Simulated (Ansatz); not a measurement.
Ansatz (an electronic-structure program) input:

Ansatz 0.2 input:
```yaml
crystal:
  periodic: [false, false, false]
  atoms:
    - {symbol: B, position_ang: [0.11461501, -0.08116303, -0.00891888]}
    - {symbol: F, position_ang: [0.25029899, 1.31276599, 0.25946197]}
    - {symbol: N, position_ang: [1.10997189, -1.01132639, 0.02940076]}
    - {symbol: N, position_ang: [-1.29971577, -0.36781594, -0.36551211]}
    - {symbol: H, position_ang: [2.01701997, -0.59450603, 0.22860442]}
    - {symbol: H, position_ang: [-1.98898921, 0.18829659, 0.12152804]}
    - {symbol: H, position_ang: [-1.52558966, -1.34887286, -0.28791619]}
basis:
  gaussian:
    orbitals: 6-31G*
hamiltonian:
  xc: {name: PBE0}
total_charge: -1
```

Which total energy does the run end on?

-235.83828 Eh (PBE0/6-31G*).

It need not be the lowest isomer of its formula. Whether it binds its extra electron was not tested at this geometry.
